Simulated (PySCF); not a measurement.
Run record: excited-state job, `C#CC=[Se]`.

Method: TDDFT CAM-B3LYP/def2-SVPD, vertical, gas phase, core orbitals frozen in the response (PySCF 2.14.0, density-fitted response routines). Geometry: PBE0-D3(BJ)/def2-SVP. The input is one job of a driver script: a line of settings, then coordinates in Å.

Input:
```
{"job": {"kind": "uv", "xc": "CAM-B3LYP", "basis": "def2-SVPD", "ip": true}, "charge": 0, "multiplicity": 1}
C      1.514400    -0.262556     0.226417
C      0.332645    -0.052229     0.022161
C     -1.026792     0.220793    -0.209464
Se    -2.268253    -1.001505    -0.493247
H      2.553813    -0.471056     0.404161
H     -1.303531     1.285216    -0.206248
```

Question: Estimate the output.

Answer: 
```
coarse grid: 27816 points
cycle   1  E = -2516.6035661507  dE = -3.847e-01  |g| = 3.568e-01  |ddm| = 7.594e+00
cycle   2  E = -2516.5726985860  dE =  3.087e-02  |g| = 5.159e-01  |ddm| = 1.800e+00
cycle   3  E = -2516.6469986591  dE = -7.430e-02  |g| = 7.703e-02  |ddm| = 6.794e-01
cycle   4  E = -2516.6478099687  dE = -8.113e-04  |g| = 3.868e-02  |ddm| = 1.491e-01
cycle   5  E = -2516.6481232175  dE = -3.132e-04  |g| = 1.723e-02  |ddm| = 9.995e-02
cycle   6  E = -2516.6481966263  dE = -7.341e-05  |g| = 3.374e-03  |ddm| = 3.184e-02
cycle   7  E = -2516.6482019054  dE = -5.279e-06  |g| = 1.625e-03  |ddm| = 1.284e-02
final grid: 57448 points
cycle   8  E = -2516.6481866004  dE = -3.152e-07  |g| = 1.783e-03  |ddm| = 6.853e-03
cycle   9  E = -2516.6481858101  dE =  7.903e-07  |g| = 2.702e-03  |ddm| = 6.034e-03
cycle  10  E = -2516.6481876743  dE = -1.864e-06  |g| = 2.170e-04  |ddm| = 3.353e-03
cycle  11  E = -2516.6481876933  dE = -1.904e-08  |g| = 1.337e-04  |ddm| = 5.417e-04
cycle  12  E = -2516.6481877044  dE = -1.108e-08  |g| = 8.452e-05  |ddm| = 4.786e-04
cycle  13  E = -2516.6481877066  dE = -2.271e-09  |g| = 1.354e-05  |ddm| = 1.416e-04
cycle  14  E = -2516.6481877067  dE = -7.822e-11  |g| = 2.637e-06  |ddm| = 2.721e-05
converged SCF energy = -2516.6481877067

Static polarisability (au): isotropic 69.068, principal 42.112 53.154 111.939

Singlet excitations
state   eV       nm        f      main configurations
  1   1.6620    746.0   0.00001   H->L 0.99
  2   3.7920    327.0   0.00063   H-2->L 0.98
  3   4.2295    293.1   0.28280   H-1->L 0.92
  4   5.7192    216.8   0.02664   H->L+1 0.56, H->L+2 0.36
  5   6.0053    206.5   0.08569   H->L+2 0.49, H->L+1 0.40
  6   6.2177    199.4   0.00322   H-1->L+1 0.70, H-1->L+4 0.13
  7   6.3448    195.4   0.03771   H-3->L 0.82
  8   6.5317    189.8   0.00349   H-4->L 0.91
  9   6.6951    185.2   0.05168   H->L+3 0.62, H->L+4 0.32
 10   7.0881    174.9   0.00288   H-1->L+2 0.77, H->L+5 0.10

Triplet excitations (Tamm-Dancoff, eV): 1.2007 1.9396 3.5122 4.5957
Vertical ionisation energy (delta-SCF) = 8.6963 eV
Vertical electron affinity (delta-SCF) = 1.4921 eV
```

The SCF starts on a coarse grid where the log names one; the energy can jump when the final grid takes over, and dE then counts from the start density on the new grid. H and L stand for HOMO and LUMO; the number after each pair is its weight.

Question: How does the lowest singlet excitation compare with the HOMO–LUMO gap?

Answer: HOMO -7.85 eV and LUMO -2.29 eV give a gap of 5.56 eV; S1 at 1.66 eV lies 3.90 eV below it.

In short: HOMO -7.85 eV, LUMO -2.29 eV; lowest singlet 1.66 eV; lowest triplet 1.20 eV (Tamm–Dancoff); mean polarisability 69.1 au.

 Relativistic effects, spin–orbit coupling among them, are left out although an element past zinc is present.

Question: How long does this job take on an Arm Neoverse V1 with one thread, no GPU (shared host)?

Answer: About 28 s.
Labels such as C1 count atoms from 1, the log's own numbers from 0.
